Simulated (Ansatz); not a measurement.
Coupled-cluster run, CH$_{5}$GaO$_{2}$ (`[CH3][Ga]([OH])[OH]`).

```yaml
crystal:
  periodic: [false, false, false]
  atoms:
    - {symbol: C, position_ang: [-0.442320, 0.946251, 1.023102]}
    - {symbol: Ga, position_ang: [0.246593, -0.338560, -0.267386]}
    - {symbol: O, position_ang: [1.762244, -1.233590, 0.012666]}
    - {symbol: O, position_ang: [-0.491826, -0.790151, -1.836810]}
    - {symbol: H, position_ang: [-1.429120, 0.640570, 1.375496]}
    - {symbol: H, position_ang: [0.231635, 1.015702, 1.876704]}
    - {symbol: H, position_ang: [-0.537829, 1.932666, 0.565971]}
    - {symbol: H, position_ang: [1.974817, -1.830860, -0.708406]}
    - {symbol: H, position_ang: [-1.314194, -0.342028, -2.041347]}
basis:
  gaussian: {orbitals: def2-TZVPP}
correlation: {method: ccsd_t}
```

```sh
$ ansatz run in.yaml --threads 2 --pin off --events-out ev --progress --plain --max-ram 22528MiB --backend cuda --devices 0, --max-vram 18GiB
```

Log, shortened:

```
Functional definition: HF
1294 factors; integrals over basis functions are off by at most 1.0e-3 eV
mean field evaluation 1: about -57516.7892 eV, gradient 5.6e1 eV
mean field evaluation 2: about -57516.8988 eV, gradient 5.6e1 eV
mean field evaluation 4: about -57522.3956 eV, gradient 3.9e0 eV
mean field evaluation 8: about -57522.4552 eV, gradient 3.7e-1 eV
mean field -57522.45594484 eV, -2113.9112658519 hartree, gradient 3.6e-6 eV, S^2 0.000000; 0 other end points of the search recorded, 0 dependent functions left out
12 core orbitals not correlated: weight in the atoms' cores, before any rotation towards them, 1.000 or more for the frozen orbitals, at most 0.000 for the correlated occupied ones
reference -57522.45594484 eV, -2113.9112658519 hartree; 17, 17 occupied and 182, 182 virtual orbitals, 1294 factors
second order -24.40025113 eV of doubles, -0.00000000 eV of singles
cycle   1  -23.89090021 eV  change    5.1e-1 eV  update   1.2e-1
cycle   2  -24.53359233 eV  change   -6.4e-1 eV  update   3.5e-2
cycle   3  -24.67156330 eV  change   -1.4e-1 eV  update   1.8e-2
cycle   4  -24.65650986 eV  change    1.5e-2 eV  update   4.6e-3
cycle   5  -24.65423741 eV  change    2.3e-3 eV  update   2.2e-3
cycle   6  -24.65532556 eV  change   -1.1e-3 eV  update   6.7e-4
cycle   7  -24.65500659 eV  change    3.2e-4 eV  update   2.3e-4
cycle   8  -24.65492969 eV  change    7.7e-5 eV  update   6.8e-5
cycle   9  -24.65494391 eV  change   -1.4e-5 eV  update   2.3e-5
perturbative correction -0.93580359 eV, -0.0343901477 hartree
Total energy: -57548.04669234 eV, -2114.8517084764 hartree
```

Hardware: 2 threads of an AMD EPYC 7R13 on a shared host and a share of an NVIDIA H100 80 GB. Wall time 3.5 s, peak host memory 0.82 GiB.

MP2 recovers 95.3 % of the CCSD(T) correlation energy and the triples give 3.7 %; T1 = 0.0136.
